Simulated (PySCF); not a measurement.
CaF₂, SMILES [Ca]([F])[F] (connectivity only; charge and spin as stated), charge -1, multiplicity 2.

Geometry optimised at ωB97X-D3(BJ)/def2-TZVPD. A frequency run showed that this geometry is not a minimum. The spin state was assumed, not searched. The isomer is the one that the SMILES or the coordinates give; other isomers of the formula were not compared.

Computed with PBE0/def2-TZVPD (PySCF).

The molecule is in vacuum. A positive occupied level means that this level leaves the electron formally unbound; only the finite basis holds it.

```yaml
total_energy: -877.16624 hartree
point_group: D∞h
"α spin, highest occupied and lowest empty level": 0.83 and 2.81 eV
"β spin, highest occupied and lowest empty level": -4.25 and 2.55 eV
dipole_moment_about_the_centre_of_nuclear_charge: 0.00 D
mean_static_polarisability: 360.6 bohr³ (53.44 Å³)
polarisability_principal_values: 151.6, 465.2, 465.2 bohr³
"⟨S²⟩": 0.750 (pure state 0.75)
```
